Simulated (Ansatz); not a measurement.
CH4FIOSi (`F[SiH2]OCI`), relaxed with RKS PBE-D4/def2-SVP in Ansatz from a rough embedded geometry. The force threshold is 0.03 eV/Å; the program also tests the step.

The species carries charge 0 and has multiplicity 1. I: def2 effective core potential.

Start:

```xyz
9

F     1.007    1.591   -0.739
Si    0.319    1.185    0.678
O    -0.661   -0.087    0.355
C    -0.310   -1.089   -0.610
I    -1.715   -2.595   -0.687
H     1.338    0.744    1.673
H    -0.487    2.324    1.193
H     0.681   -1.510   -0.293
H    -0.172   -0.562   -1.571
```

Task: By how much does the energy fall, and how many steps does the optimiser take? (Estimate.)

Result: Ansatz gave: 10.15 kcal/mol, in 31 steps, 1 of them rejected.

Task: Which bonds change most? (An estimate is asked.)

Result: Ansatz gave: C4–I5 from 2.062 to 2.245 Å; O3–C4 from 1.434 to 1.372 Å; Si2–O3 from 1.638 to 1.687 Å; C4–H8 from 1.123 to 1.108 Å.

Task: Give the relaxed structure. (An estimate is asked.)

Result: The calculation gave: 
```xyz
9

F     1.753    1.263    0.337
Si    0.183    1.154    0.780
O    -0.648    0.304   -0.417
C    -0.295   -0.904   -0.963
I    -0.426   -2.626    0.471
H     0.123    0.443    2.091
H    -0.442    2.507    0.770
H     0.756   -0.953   -1.308
H    -1.005   -1.187   -1.761
```
